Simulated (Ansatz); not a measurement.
## Reading a saddle point

A first-order saddle point of InH₅SO₂, singlet, PBE0-D4/def2-TZVP, with one imaginary mode of 1263i cm⁻¹:

```
atom    x (Å)    y (Å)    z (Å)
 In1   0.1069  -0.4056   0.2075
  S2  -0.1024   2.1170  -0.4612
  O3   0.5630  -0.7953   2.0925
  O4   0.9035  -1.3692  -1.3219
  H5  -1.3307   1.0139  -0.3264
  H6  -1.7449   0.0291  -0.1212
  H7   0.0812   1.7738  -1.7489
  H8   0.0591  -0.2683   2.7168
  H9   1.4642  -2.0954  -1.0374
```

Program: Ansatz 0.2.0. Basis: def2-TZVPP and def2-QZVPP. Cores are frozen in the correlated methods. Filled d shells of the heavier atoms are correlated. Core potentials replace the inner electrons of the atoms past krypton. The def2 sets are not built for correlating such inner shells, so the correlated values are less sure here. Extrapolation: Hartree–Fock as exp(−7.88 √X), correlation as X^−2.97.

Q: Which contacts change along the imaginary mode, and what lies on either side? (A judgement: the text doesn't fix the answer.)

A: The calculation gives: The step is InH₃SO₂ ([OH][In]([OH])[SH]) + H₂ → InH₃O₂ ([OH][InH][OH]) + H₂S (still joined by a long In–S bond), with the molecules in contact on both sides. Shortening one way: In1–H6, S2–H5; lengthening the same way: In1–S2, H5–H6.
```csv
pair,one side (Å),saddle (Å),other side (Å)
In1–H6,2.85,1.93,1.70
S2–H5,3.97,1.66,1.34
In1–S2,2.36,2.62,2.83
H5–H6,0.75,1.09,3.49
```

Q: Which side is lower, and how far does the saddle lie above each? (An estimate is asked for; the value comes from the calculation.)

A: The calculation gives: The side with In1–S2, H5–H6 short is lower by 6.46 kcal/mol; the saddle lies 35.75 kcal/mol above it and 29.29 kcal/mol above the other (CCSD(T) at an estimated basis limit (MP2 extrapolated from triple and quadruple zeta, plus CCSD(T) − MP2 in triple zeta); electronic energies).

No T1 diagnostic of these runs exceeds 0.017.

Labels in which every atom is bracketed show which atoms are joined, not bond orders.

For scale, one of the runs: CCSD(T)/def2-TZVPP, 224 basis functions, launched by `ansatz run in.yaml --threads 4 --pin off --events-out ev --progress --plain --max-ram 9574MiB`. Hardware: 4 CPU threads of an Arm Neoverse V2, shared host. Wall time 2.6 min; peak host memory 4 GiB.
